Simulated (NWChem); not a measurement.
System: WO, triplet; SMILES [O]=[W]

Program: NWChem. Spin-unrestricted. Structure relaxed at the PBE0-D3(BJ)/def2-TZVP, spin-unrestricted level. No stability test was run on the SCF state. def2 effective core potentials on W; no spin-orbit coupling. Vertical excitations in the gas phase; the lowest state need not have the same character in each row. Excited states of an open shell can be spin-contaminated.

For level LRC-wPBEh/def2-SVPD, TDA:

```yaml
lowest excitation (eV): 1.21
lowest empty minus highest occupied level, either spin (eV): 6.43
```

Task: What are these values for level B3LYP/def2-SVPD, TDA?

Result: 
- lowest excitation (eV) = 1.36
- lowest empty minus highest occupied level, either spin (eV) = 2.77
